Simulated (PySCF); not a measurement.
InClI2, SMILES [Cl][In]([I])[I].

Geometry: B3LYP-D3(BJ)/def2-SVP. The structure was generated by enumeration; whether it is a known compound was not checked. The def2 effective core potentials stand for the cores of I, In; spin–orbit coupling is left out.

Method: C-PCM-ωB97X/def2-SVP run with PySCF.

The values are the electrostatic part of the solvation free energy, E(continuum) − E(gas) at the gas-phase geometry, in a cavity of scaled van der Waals radii (PySCF's table); cavitation and dispersion terms are not included. A continuum can't describe solvent molecules that bind to the metal. In vacuum the orbital gap is 8.81 eV. The dipole moment in vacuum is 1.10 D.

```
solvent                ε  ΔG(elec) (kcal/mol)  dipole (D)  gap (eV)
-----------------  -----  -------------------  ----------  --------
water              78.36                 -6.9        1.28      8.97
benzene             2.27                 -3.6        1.20      8.90
dimethylsulfoxide  46.83                 -6.8        1.28      8.97
```
